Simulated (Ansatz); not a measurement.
System: ethenyl(methoxymethyl)silane, C₄H₁₀OSi, charge 0, multiplicity 1. 
Coordinates optimised at B3LYP-D3(BJ)/def2-TZVP (Ansatz, a program for electronic structure):
SMILES: C=C[SiH2]COC
```xyz
16

C      2.8066    -1.1150    -0.2429
C      1.5920    -0.7561    -0.6547
Si     0.7990     0.8755    -0.2422
C     -0.8167     0.6104     0.7076
O     -1.6772    -0.1745    -0.1059
C     -2.9192    -0.4498     0.5060
H      3.2422    -2.0775    -0.4914
H      3.4229    -0.4585     0.3628
H      1.0247    -1.4610    -1.2580
H      1.7244     1.6629     0.6116
H      0.4964     1.6415    -1.4755
H     -0.6164     0.1029     1.6630
H     -1.2851     1.5758     0.9524
H     -3.5008    -1.0518    -0.1911
H     -3.4666     0.4753     0.7275
H     -2.7859    -1.0084     1.4413
```

Wanted: vertical ionisation energy (to the doublet state of charge +1; each state is the SCF solution reached for its spin), in eV. Correlated levels leave the core frozen unless marked. UHF or UKS for open shells. Spin-orbit coupling is left out. No relativistic terms. 

```json
[
 {"level": "HF/aug-cc-pV(D+d)Z", "program": "Ansatz", "vertical ionisation energy (eV)": "8.68"},
 {"level": "HF/aug-cc-pV(T+d)Z", "program": "Ansatz", "vertical ionisation energy (eV)": "8.64"},
 {"level": "SVWN5/def2-TZVPD", "program": "Ansatz", "vertical ionisation energy (eV)": "9.12"},
 {"level": "PBE/def2-TZVPD", "program": "Ansatz", "vertical ionisation energy (eV)": "8.97"},
 {"level": "r2SCAN/def2-TZVPD", "program": "Ansatz", "vertical ionisation energy (eV)": "9.11"},
 {"level": "B3LYP/def2-TZVPD", "program": "Ansatz", "vertical ionisation energy (eV)": "9.40"},
 {"level": "PBE0/def2-TZVPD", "program": "Ansatz", "vertical ionisation energy (eV)": "9.44"},
 {"level": "BHLYP/def2-TZVPD", "program": "Ansatz", "vertical ionisation energy (eV)": "9.72"},
 {"level": "CAM-B3LYP/def2-TZVPD", "program": "Ansatz", "vertical ionisation energy (eV)": "9.79"},
 {"level": "wB97M-V/def2-TZVPD", "program": "Ansatz", "vertical ionisation energy (eV)": "9.86"},
 {"level": "wB97X-V/def2-TZVPD", "program": "Ansatz", "vertical ionisation energy (eV)": "9.85"},
 {"level": "B2PLYP/def2-TZVPD", "program": "Ansatz", "vertical ionisation energy (eV)": "9.88"},
 {"level": "MP2/aug-cc-pV(D+d)Z", "program": "Ansatz", "vertical ionisation energy (eV)": "10.25"},
 {"level": "RI-MP2/aug-cc-pV(T+d)Z", "program": "Ansatz", "vertical ionisation energy (eV)": "10.41"},
 {"level": "SCS-MP2/aug-cc-pV(D+d)Z", "program": "Ansatz", "vertical ionisation energy (eV)": "10.16"},
 {"level": "CCSD/aug-cc-pV(D+d)Z", "program": "Ansatz", "vertical ionisation energy (eV)": "9.83"},
 {"level": "CCSD(T)/aug-cc-pV(D+d)Z", "program": "Ansatz", "vertical ionisation energy (eV)": "9.87"}
]
```
